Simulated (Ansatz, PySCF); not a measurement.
Breaking the Se1–Cl3 bond in ClHSe (SMILES Cl[SeH]) (multiplicity 1 held, fragments rigid). Energies count from the point at 2.190 Å.
Geometry at that point (charge 0, multiplicity 1):
```xyz
3

Se     0.51848    -0.15738     0.46539
H      1.50588    -0.35829    -0.61175
Cl    -1.12553     0.33584    -0.89480
```

Restricted levels (R-, RO-) in cc, def2 and unpolarised 6-31G sets keep to the state of the molecule at rest. Unrestricted levels (U-) break spin symmetry where that is lower. Left out are points that failed, MP2 points in a non-variational dive below the minimum, coupled-cluster points behind a sign of a changed root (a jump of the amplitudes, or a one-step jump against full CI or MRCI), small-basis points behind a change of solution, and semi-empirical points at long bonds. Levels need not reach the same state.

Cores are frozen in the correlated methods. Filled d and f shells under p-block atoms count as core. Rows in 3-21G carry no dispersion term and start afresh at each structure; the Pople sets are all-electron and without relativity.

Run with Ansatz (a program for electronic structure) with Gaussian orbitals; PySCF for 3-21G rows. Values without a source in brackets are computed.

Energies in kcal/mol.

| R (Å) | R-HF/3-21G | U-PBE/def2-TZVPP | U-r2SCAN/def2-TZVPP | U-wB97X-V/def2-TZVPP | R-SCS-MP2/def2-TZVPP |
|---|---|---|---|---|---|
| 1.752 | 110.5 | 67.3 | 64.9 | 64.3 | 68.1 |
| 1.971 | 28.2 | 11.3 | 10.0 | 9.1 | 10.6 |
| 2.190 | 0.0 | 0.0 | 0.0 | 0.0 | 0.0 |
| 2.409 | -2.7 | 6.3 | ? | 9.2 | 7.8 |
| 2.628 | 6.5 | 18.5 | 20.6 | 24.8 | 21.7 |
| 2.957 | 28.0 | 36.1 | ? | 46.2 | 43.3 |
| 3.285 | 49.8 | 48.3 | ? | 55.7 | 60.4 |
| 3.833 | 78.4 | 59.4 | 57.6 | 60.6 | 76.0 |
| 4.380 | 97.3 | 63.0 | 60.6 | 62.1 | 77.6 |
| 5.037 | 110.6 | 64.9 | 62.2 | 62.7 | 67.7 |
| 5.913 | left out | 65.8 | 62.9 | 63.0 | 45.5 |
| 7.008 | left out | 66.0 | 63.0 | 63.1 | 14.4 |

### Question
Some entries are withheld; supply them.

### Answer

- 2.957, U-r2SCAN/def2-TZVPP: 38.4
- 3.285, U-r2SCAN/def2-TZVPP: 50.1
- 2.409, U-r2SCAN/def2-TZVPP: 7.4

Doubts at one or more of the structures used: a restricted determinant that unrestricted orbitals would lower (R-HF/3-21G, R-SCS-MP2/def2-TZVPP); a spin-contaminated determinant (U-PBE/def2-TZVPP, U-r2SCAN/def2-TZVPP, U-wB97X-V/def2-TZVPP).
